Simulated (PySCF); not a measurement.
**Correlation energy of K (potassium, neutral)**

[Ar] 3d1, 2D determinant (an excited configuration). Calculation: PySCF 2.14, in x2c-QZVPPall; the spin-free X2C one-electron Hamiltonian (Gaussian nucleus). Frozen: [Ne]; 9 electrons correlated.

MP2 pair energies summed by pair of shells (mhartree):

```tsv
pair	energy	share (%)
3p-3p	-142.35	73.8
3s-3p	-37.84	19.6
3s-3s	-7.91	4.1
3p-3d	-4.45	2.3
3s-3d	-0.31	0.2
```

Total MP2 correlation energy: -192.87 mhartree.

Same-spin part -50.43 and opposite-spin part -142.45 mhartree; SCS-MP2 scales them by 1/3 and 6/5 to -187.74 mhartree.

This basis was not built for core-valence correlation, so the inner-shell part is incomplete.
